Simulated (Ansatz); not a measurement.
`BN(CC)[SiH2]Cl`. Charge 0, multiplicity 1. All single points use the PBE0-D4/def2-TZVP geometry. It is one conformer, not always the lowest.

```xyz
15

B     1.755   -0.033    0.587
N     0.377   -0.243    0.454
C    -0.543    0.889    0.269
C    -0.590    1.368   -1.169
Si   -0.299   -1.836    0.533
Cl   -1.154   -2.378   -1.262
H     2.484   -0.975    0.701
H     2.177    1.089    0.594
H    -1.545    0.594    0.598
H    -0.222    1.701    0.925
H     0.400    1.696   -1.492
H    -1.279    2.211   -1.266
H    -0.923    0.572   -1.838
H     0.766   -2.804    0.851
H    -1.406   -1.851    1.517
```

Task: What is the dipole moment at r2SCAN/def2-TZVPP? (Best estimate.)

Result: The calculation gave: 1.52 D, with components (-0.78, 1.09, 0.70) D in this frame, pointing from negative to positive charge.

Task: And with PBE, B3LYP, ωB97M-V? (An estimate is asked.)

Result: Computed: PBE 1.50 D, B3LYP 1.49 D, ωB97M-V 1.49 D.

Task: Give the Mulliken charges with r2SCAN, PBE, B3LYP in def2-TZVPP. (Best estimate.)

Result: Computed: 
```json
{"atom": "B1", "r2SCAN": "-0.06", "PBE": "-0.16", "B3LYP": "-0.13"}
{"atom": "N2", "r2SCAN": "-0.15", "PBE": "-0.01", "B3LYP": "-0.12"}
{"atom": "C3", "r2SCAN": "0.03", "PBE": "-0.05", "B3LYP": "-0.04"}
{"atom": "C4", "r2SCAN": "-0.14", "PBE": "-0.24", "B3LYP": "-0.24"}
{"atom": "Si5", "r2SCAN": "0.50", "PBE": "0.38", "B3LYP": "0.46"}
{"atom": "Cl6", "r2SCAN": "-0.26", "PBE": "-0.22", "B3LYP": "-0.25"}
{"atom": "H7", "r2SCAN": "0.00", "PBE": "0.01", "B3LYP": "0.02"}
{"atom": "H8", "r2SCAN": "-0.02", "PBE": "-0.01", "B3LYP": "0.01"}
{"atom": "H9", "r2SCAN": "0.04", "PBE": "0.07", "B3LYP": "0.07"}
{"atom": "H10", "r2SCAN": "0.05", "PBE": "0.08", "B3LYP": "0.09"}
{"atom": "H11", "r2SCAN": "0.05", "PBE": "0.09", "B3LYP": "0.08"}
{"atom": "H12", "r2SCAN": "0.04", "PBE": "0.08", "B3LYP": "0.08"}
{"atom": "H13", "r2SCAN": "0.05", "PBE": "0.08", "B3LYP": "0.08"}
{"atom": "H14", "r2SCAN": "-0.05", "PBE": "-0.04", "B3LYP": "-0.05"}
{"atom": "H15", "r2SCAN": "-0.08", "PBE": "-0.06", "B3LYP": "-0.07"}
```

B3LYP here is the variant with VWN-RPA as its local correlation; programs differ in this.
